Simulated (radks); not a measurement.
Species: Ru+. Configuration: [Ar] 3d10 4s2 4p5 4d8 (not the ground configuration).

Method: scalar-relativistic Kohn-Sham, SCAN, spin-unpolarised, spherical densities, finite nucleus; meta-GGA in the generalised Kohn-Sham scheme; Fermi nuclear charge, rms radius 4.4809 fm; computed with a radial shooting solver on a logarithmic mesh with Libxc functionals.

Energy parts (eV):
total: -123262.113
kinetic: 127465.550
electron-nucleus: -296941.605
Hartree: 49856.402
exchange-correlation: -3642.461

Orbitals (lengths in bohr, moments of r in powers of bohr; <r^-3> diverges for s and p1/2; r(max) is where P^2 peaks):
1s: occ. 2; eigenvalue (eV) -21994.32; <r^4> 5.920e-06; r(max) 0.02172
2s: occ. 2; eigenvalue (eV) -3185.007; <r^4> 0.001075; r(max) 0.1228
2p: occ. 6; eigenvalue (eV) -2850.376; <r^4> 0.0007723; <r^-3> 3001; r(max) 0.09828
3s: occ. 2; eigenvalue (eV) -574.9474; <r^4> 0.05250; r(max) 0.3610
3p: occ. 6; eigenvalue (eV) -463.8533; <r^4> 0.05735; <r^-3> 516.6; r(max) 0.3546
3d: occ. 10; eigenvalue (eV) -285.9753; <r^4> 0.05947; <r^-3> 69.33; r(max) 0.3018
4s: occ. 2; eigenvalue (eV) -87.5578; <r^4> 2.089; r(max) 0.9160
4p: occ. 5; eigenvalue (eV) -56.6355; <r^4> 3.334; <r^-3> 77.96; r(max) 0.9827
4d: occ. 8; eigenvalue (eV) -13.4118; <r^4> 19.65; <r^-3> 5.754; r(max) 1.193

The highest occupied level is 4d at -13.412 eV. The electron density at the nucleus is 1.124e+05 e/bohr^3 (large components only).
